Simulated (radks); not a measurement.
All-electron atom: Pt73+ in [He] 2s2 2p1. Calculated with a radial shooting solver on a logarithmic mesh with Libxc functionals: scalar-relativistic Kohn-Sham, LDA (Slater exchange, VWN5 correlation), spin-polarised, spherical densities, finite nucleus; open shells are filled with parallel spins first (spin-orbit coupling, left out, can overturn this in heavy ions); Fermi nuclear charge, rms radius 5.427 fm. Some entries of the table are withheld. Estimate them.

orbital  occ.  eigenvalue (eV)  <r> (bohr)  r(max) (bohr)
1s up       1        -87168.19     0.01711        0.01062
1s down     1        -87142.26     0.01711        0.01061
2s up       1        -21421.84     0.06977        0.05985
2s down     1        -21378.38     0.06983        0.05988
2p up       1        -19760.80     0.06215            (1)
2p down     0        -19710.27     0.06222            (2)
3s up       0        -9112.237      0.1634         0.1565
3s down     0        -9100.025      0.1636         0.1567
3p up       0        -8622.001      0.1591         0.1517
3p down     0        -8608.508      0.1593         0.1520

Answer. 
(1) 2p up r(max) (bohr): 0.04891
(2) 2p down r(max) (bohr): 0.04895
